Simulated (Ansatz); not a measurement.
Computed with Ansatz on PBE0-D4/def2-TZVP structures; ΔE is electronic, products minus reactants. CCSD(T)/CBS is the MP2 limit (def2-TZVPP, def2-QZVPP) plus CCSD(T) − MP2 in def2-TZVPP, frozen cores. Functionals use def2-TZVPP. B3LYP here is the variant with VWN-RPA as its local correlation; programs differ in this. HSE06 is defined as in plane-wave codes. def2 core potentials past Kr. For Hf outer-core shells are correlated without core-valence functions, which leaves a few kJ/mol of doubt a bond. One conformer a species, not always the lowest.

`CC[N](C)[Hf]([F])([F])[F]` + `OCS` → `CSCO` + `C[N](C)[Hf]([F])([F])[F]`  (substitution at a C–C bond)

`CC[N](C)[Hf]([F])([F])[F]`:

Cartesian coordinates in Å:
```
C -1.736 -0.721 0.904
C -0.328 -1.058 0.441
N 0.408 0.071 -0.097
C 0.764 1.083 0.875
Hf 1.027 0.355 -1.984
F 2.937 0.503 -1.954
F 0.417 -1.123 -3.031
F 0.329 2.034 -2.587
H -2.326 -0.308 0.083
H -2.239 -1.619 1.269
H -1.732 0.007 1.719
H 0.239 -1.494 1.277
H -0.383 -1.835 -0.329
H -0.110 1.595 1.292
H 1.341 0.653 1.705
H 1.394 1.858 0.419
```

`OCS`:

Cartesian coordinates in Å:
```
O -0.386 -0.274 -1.149
C 0.240 0.278 -0.019
S 0.576 -0.996 1.199
H -0.586 0.443 -1.760
H 1.226 0.697 -0.256
H -0.369 1.063 0.439
H -0.702 -1.211 1.546
```

`CSCO`:

```xyz
10

C    -0.091   -1.355    0.728
S    -0.380    0.376    1.124
C    -0.311    1.077   -0.535
O     0.941    0.985   -1.154
H     0.024   -1.888    1.672
H    -0.936   -1.778    0.182
H     0.821   -1.463    0.143
H    -0.645    2.115   -0.415
H    -1.016    0.557   -1.185
H     1.592    1.373   -0.560
```

`C[N](C)[Hf]([F])([F])[F]`:

```xyz
13

C     0.557    0.077    1.433
N    -0.070   -0.059    0.137
C    -1.473   -0.401    0.222
Hf    0.888    0.284   -1.595
F     0.017   -0.747   -2.949
F     2.732   -0.142   -1.327
F     0.731    2.145   -2.022
H     1.619    0.320    1.333
H     0.488   -0.856    2.009
H     0.086    0.872    2.026
H    -1.619   -1.352    0.751
H    -2.043    0.370    0.756
H    -1.912   -0.511   -0.774
```

| level | ΔE (kcal/mol) | difference from CCSD(T)/CBS |
| --- | --- | --- |
| LDA (SPW92) | -1.7 | -0.6 |
| PBE-D4 | -2.8 | -1.7 |
| BLYP-D4 | -2.7 | -1.6 |
| r2SCAN-D4 | -2.4 | -1.3 |
| B97M-V | -1.8 | -0.7 |
| B3LYP-D4 | -2.1 | -1.0 |
| r2SCAN0-D4 | -1.9 | -0.8 |
| HSE06-D4 | -2.1 | -1.0 |
| BHLYP-D4 | -1.4 | -0.3 |
| CAM-B3LYP-D4 | -1.4 | -0.3 |
| ωB97X-V | -1.6 | -0.5 |
| ωB97M-V | -1.5 | -0.4 |
| B2PLYP | -1.9 | -0.8 |
| PBE-QIDH | -1.5 | -0.4 |
| PBE | -3.1 | -2.0 |
| revPBE | -3.5 | -2.4 |
| BLYP | -3.1 | -2.0 |
| r2SCAN | -2.6 | -1.5 |
| PBE0 | -2.3 | -1.2 |
| B3LYP | -2.4 | -1.3 |
| r2SCAN0 | -2.1 | -1.0 |
| HSE06 | -2.4 | -1.3 |
| CAM-B3LYP | -1.7 | -0.6 |
| LC-ωPBE | -1.7 | -0.6 |
| RPA@PBE/def2-TZVPP | 0.0 | 1.1 |
| HF/def2-SVP | 0.3 | 1.4 |
| MP2/def2-SVP | 1.0 | 2.1 |
| CCSD/def2-SVP | 1.5 | 2.6 |
| CCSD(T)/def2-SVP | 1.4 | 2.5 |
| HF/def2-TZVPP | -1.2 | -0.1 |
| MP2/def2-TZVPP | -1.0 | 0.1 |
| SCS-MP2/def2-TZVPP | -0.9 | 0.2 |
| CCSD/def2-TZVPP | -0.2 | 0.9 |
| CCSD(T)/def2-TZVPP | -0.5 | 0.6 |
| HF/def2-QZVPP | -1.2 | -0.1 |
| MP2/def2-QZVPP | -1.4 | -0.3 |
| SCS-MP2/def2-QZVPP | -1.3 | -0.2 |
| HF/CBS(def2) | -1.2 | -0.1 |
| MP2/CBS(def2) | -1.6 | -0.5 |
| CCSD/CBS(def2) | -0.9 | 0.2 |
| CCSD(T)/CBS | -1.1 | 0 |

Largest T1 diagnostic among the species: 0.015.

Leaving LDA and LC-ωPBE aside and taking each functional with its dispersion term where it has one, the values, not all of them listed here, spread over 1.5 kcal/mol, from revPBE-D4 to CAM-B3LYP-D4. LDA lies +1.3 kcal/mol from PBE without D4. At CCSD(T), def2-SVP lies +2.5 kcal/mol from the extrapolated value and def2-TZVPP +0.6 kcal/mol.
